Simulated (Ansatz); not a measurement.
Ansatz (a first-principles code) input (CCSD(T)/aug-cc-pVDZ):

Ansatz 0.2 input:
```yaml
crystal:
  periodic: [false, false, false]
  atoms:
    - {symbol: C, position_ang: [-1.92503347, 0.36418091, -0.47202797]}
    - {symbol: C, position_ang: [-1.38379164, -0.72944677, 0.03694637]}
    - {symbol: O, position_ang: [-0.03921208, -0.96460908, 0.25350307]}
    - {symbol: C, position_ang: [0.84193010, 0.03781018, 0.06587889]}
    - {symbol: C, position_ang: [1.81236476, 0.04253387, -0.82716120]}
    - {symbol: F, position_ang: [0.67840658, 1.03543236, 0.95044517]}
    - {symbol: H, position_ang: [-1.34424318, 1.22851203, -0.76065479]}
    - {symbol: H, position_ang: [-2.99572045, 0.40350357, -0.60444254]}
    - {symbol: H, position_ang: [-1.94866560, -1.59989701, 0.33669110]}
    - {symbol: H, position_ang: [2.52787086, 0.84893476, -0.84918366]}
    - {symbol: H, position_ang: [1.89597748, -0.77354101, -1.52625778]}
basis:
  gaussian:
    orbitals: aug-cc-pVDZ
magnetization: {spin_polarized: false}
correlation: {method: ccsd_t, electrons: outside_noble_gas}
output: {forces: true}
```

Output:

```
Functional definition: HF
integrals: 0.77 GiB planned
1803 factors; integrals over basis functions are off by at most 5.8e-4 eV
mean field: 0.99 GiB planned
mean field evaluation 1: about -8939.0989 eV, gradient 4.0e1 eV
mean field evaluation 2: about -8939.1281 eV, gradient 4.1e1 eV
mean field evaluation 4: about -8943.2781 eV, gradient 4.0e0 eV
mean field evaluation 8: about -8943.3478 eV, gradient 4.2e-1 eV
mean field evaluation 16: about -8942.6226 eV, gradient 1.7e1 eV
mean field -8943.34924559 eV, -328.6620227558 hartree, gradient 4.9e-6 eV, S^2 0.000000; 0 other end points of the search recorded, 0 dependent functions left out
6 core orbitals not correlated
reference -8943.34924559 eV, -328.6620227558 hartree; 17, 17 occupied and 160, 160 virtual orbitals, 1803 factors
too little memory for Intel AMX tiles; the run may be slower
densities: 4.90 GiB planned
second order -25.60377982 eV of doubles, -0.00000000 eV of singles
coupled cluster: 2.58 GiB planned
cycle   1  -25.87899816 eV  change   -2.8e-1 eV  update   1.2e-1
cycle   2  -26.53497864 eV  change   -6.6e-1 eV  update   3.8e-2
cycle   3  -26.71982138 eV  change   -1.8e-1 eV  update   2.0e-2
cycle   4  -26.71377532 eV  change    6.0e-3 eV  update   4.9e-3
cycle   5  -26.71216044 eV  change    1.6e-3 eV  update   1.9e-3
cycle   6  -26.71331738 eV  change   -1.2e-3 eV  update   5.0e-4
cycle   7  -26.71314979 eV  change    1.7e-4 eV  update   1.6e-4
cycle   8  -26.71306965 eV  change    8.0e-5 eV  update   5.8e-5
cycle   9  -26.71308288 eV  change   -1.3e-5 eV  update   2.5e-5
cycle  10  -26.71308821 eV  change   -5.3e-6 eV  update   8.6e-6
cycle  11  -26.71308013 eV  change    8.1e-6 eV  update   3.5e-6
perturbative correction -0.98728310 eV, -0.0362819846 hartree
the calculation of the forces begins
Total energy: -8971.04960882 eV, -329.6799923282 hartree
Atom 0 at    -1.925033     0.364181    -0.472028 Å, force    -0.442904     1.047485    -0.482078 eV/Å
Atom 1 at    -1.383792    -0.729447     0.036946 Å, force     0.358081    -0.843850     0.413385 eV/Å
Atom 2 at    -0.039212    -0.964609     0.253503 Å, force     0.252231    -0.881824     0.274507 eV/Å
Atom 3 at     0.841930     0.037810     0.065879 Å, force    -0.778230     0.025501     0.418732 eV/Å
Atom 4 at     1.812365     0.042534    -0.827161 Å, force     0.808926     0.025568    -0.769558 eV/Å
Atom 5 at     0.678407     1.035432     0.950445 Å, force    -0.090691     0.614383     0.525641 eV/Å
Atom 6 at    -1.344243     1.228512    -0.760655 Å, force     0.298799     0.419273    -0.135362 eV/Å
Atom 7 at    -2.995720     0.403504    -0.604443 Å, force    -0.505160     0.001719    -0.055164 eV/Å
Atom 8 at    -1.948666    -1.599897     0.336691 Å, force    -0.271772    -0.399872     0.134274 eV/Å
Atom 9 at     2.527871     0.848935    -0.849184 Å, force     0.338178     0.380156    -0.001300 eV/Å
Atom 10 at     1.895977    -0.773541    -1.526258 Å, force     0.032542    -0.388538    -0.323075 eV/Å
Dipole moment:    -0.095827    -0.052769    -0.217510 e Å
```
